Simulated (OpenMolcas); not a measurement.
Ag+: effect of the IPEA shift

```json
{
  "Program": "OpenMolcas 26.06",
  "Basis": "ANO-RCC-VTZP [7s6p4d2f1g]",
  "Scalar Hamiltonian": "DKH2, point nucleus",
  "Active space": "10 electrons in 6 orbitals (4d 5s)",
  "State averaging": "2S+1 = 3 even, 5 roots; 2S+1 = 1 even, 6 roots",
  "Spin-orbit coupling": "RASSI with atomic mean-field integrals over the reference wave functions, term energies averaged over their components"
}
```

Methods on the same reference wave functions:
A. CASSCF
B. SS-CASPT2, IPEA 0 Eh, imaginary shift 0.1 Eh (closed shells correlated: 4s 4p)
C. SS-CASPT2, IPEA 0.25 Eh, imaginary shift 0.1 Eh (closed shells correlated: 4s 4p)

Energies in eV above 4d¹⁰ ¹S₀, the measured ground level; measured values from NIST Handbook of Basic Atomic Spectroscopic Data.

```tsv
Level	A	B	C	Measured
4d¹⁰ ¹S₀	0.0000	0.0000	0.0000	0.0000
4d⁹ 5s ³D₃	3.4571	4.540	4.639	4.8562
4d⁹ 5s ³D₂ [74 %]	3.6691	4.710	4.811	5.0518
4d⁹ 5s ³D₁	3.9970	5.079	5.178	5.4234
4d⁹ 5s ¹D₂ [74 %]	4.3964	5.311	5.417	5.7094
```

Deviations, from unrounded energies. A percentage is the sum of absolute deviations over the sum of measured energies, with the sign that they share, or ± where signs differ.

| Against measurement | Levels | A | B | C |
| --- | --- | --- | --- | --- |
| mean absolute deviation (cm-1) | 4 | 11000 | 2800 | 2000 |
| other configurations (%) | 4 | -26.2 | -6.7 | -4.7 |

C lies closest to measurement on these levels and A furthest from it. The largest miss of C in the table is 4d⁹ 5s ¹D₂ [74 %], by -2400 cm-1. The ranking rests on the paired levels alone, and a cruder setting can come out closer through cancelling errors.

Between B and C the level of the table that moves most is 4d⁹ 5s ¹D₂ [74 %], by 850 cm-1 (lowest in B, highest in C).

The lowest spin-free term lies below A's lowest term by 0.589 hartree in B, 0.588 hartree in C.

A single d shell beside an s shell can misplace configurations of different d count against each other. Without dynamic correlation excited terms often stand tens of per cent too high (terms of higher spin than the ground term too low), and those without a measured partner can miss by more than the paired ones (holds for A). Measured partners are found by configuration, term and J. A level has none where our copy of the source lacks it or the pairing is in doubt (some pairs that miss far off the trend of their configuration count as doubtful), and it then counts in no deviation. Only configurations of the active space appear.

A share in square brackets marks a mixed level and gives the weight of the term that names it, the lowest over the columns.
